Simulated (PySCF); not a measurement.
An unknown shows these calculated signals:

1H NMR (500 MHz, computed): δ 7.27 (m, 1H), 5.65 (m, 1H), 3.61 (s, 3H), 3.36 (m, 1H), 1.40 (m, 1H), 1.15 (m, 1H).

13C{1H} NMR (computed): δ 161.8 (CH), 117.1 (CH), 71.1 (CH), 60.8 (CH3), 47.2 (C), 28.3 (CH2).

[PySCF 2.14: geometry from GFN2-xTB; NMR shieldings at PBE0/pcSseg-1/GIAO; a single conformation; averaged over atoms made equivalent by symmetry, fast rotation or ring inversion; relativity neglected; isolated molecule]

Scale: TMS for 1H (31.72 ppm) and 13C (186.93 ppm) (reference shieldings calculated alike).

**Question.** Which of these does the molecule contain: a three-membered ring, an aldehyde, an N-methyl group, a heteroaromatic ring, a methoxy group, a non-aromatic C=C double bond?

**Answer.** 
- A three-membered ring: yes.
- An aldehyde: no.
- An N-methyl group: no.
- A heteroaromatic ring: no.
- A methoxy group: yes (δC 60.8; δH 3.61 (s)).
- A non-aromatic C=C double bond: yes.

The data belong to `CO[C@@H]1C[C@]1(Cl)/C=C/F`, C$_{6}$H$_{8}$ClFO; they needn't prove each group on their own.

Carbon signals by region: 1 in the far downfield region (above 160 ppm), 1 in the sp2 and nitrile region (100–160 ppm), 2 at 50–100 ppm, 2 below 50 ppm. Above 160 ppm: 161.8, alkene CH.

Carbons that carry Cl, above all several Cl atoms, come out too deshielded, partly because spin–orbit coupling is missing. Splittings by 19F in the carbon and heteronuclear signals aren't shown, as no couplings were computed. Shifts are as computed. Against solution values, carbons near 30 ppm lie about +3 ppm off and those near 130 ppm about +5 ppm; carbons on Cl a further +6 ppm. Of 1211 compounds with measured shifts, 218 miss one by over three times the rms of a fit or turn the order of signals round; such compounds aren't used in these exercises. No couplings were computed; multiplicities are counted from neighbouring protons, with m where these are inequivalent, close in shift, in a saturated or five-membered ring or joined by F or P, and br s for small geminal =CH2 splittings.
